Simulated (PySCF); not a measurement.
## Frontier levels across methods

C₅HF₃.
Geometry (PBE0-D3(BJ)/def2-SVP, Å), atoms numbered from 1 in this order:
```xyz
9
C5HF3 angstrom
C      3.1922   -0.1025   -0.4496
C      1.9912   -0.0595   -0.2671
C      0.6376   -0.0163   -0.0598
C     -0.5623    0.0171    0.1250
C     -2.0107    0.0598    0.3568
F     -2.3024    0.8262    1.4063
F     -2.4930   -1.1590    0.5938
F     -2.6494    0.5549   -0.7017
H      4.2548   -0.1379   -0.6104
```

Basis pcSseg-1 throughout (PySCF), one geometry. Isolated species at its PBE0-D3(BJ)/def2-SVP geometry, gas phase.

Q: How do the orbital energies, the gap and the dipole change with the method?

A: 
```
   method                    kind  HOMO (eV)  LUMO (eV)  gap (eV)  μ (D)  SCF cycles
     BLYP                     GGA      -6.97      -2.39      4.58   2.57          17
      KT3                     GGA      -7.14      -2.50      4.64   2.60          16
      PBE                     GGA      -7.15      -2.56      4.60   2.55          16
      LDA                     LDA      -7.41      -2.86      4.55   2.72          16
 mPW1PW91           global hybrid      -8.37      -1.72      6.64   2.85          15
BHandHLYP           global hybrid      -9.34      -0.65      8.69   3.03          14
CAM-B3LYP  range-separated hybrid      -9.60      -0.56      9.03   2.86          14
  LC-wPBE  range-separated hybrid     -10.96       0.54     11.50   2.80          14
```

The HOMO spans 4.00 eV, from BLYP down to LC-wPBE, and the gap runs from 4.55 eV (LDA) to 11.50 eV (LC-wPBE). Over the methods BLYP (0 %), KT3 (0 %), PBE (0 %), LDA (0 %), mPW1PW91 (25 %), BHandHLYP (50 %), a straight line through the gap against the share of exact exchange rises by 0.82 eV for each 10 % (correlation coefficient 1.000). The dipole ranges from 2.55 D (PBE) to 3.03 D (BHandHLYP). This basis has no diffuse functions.
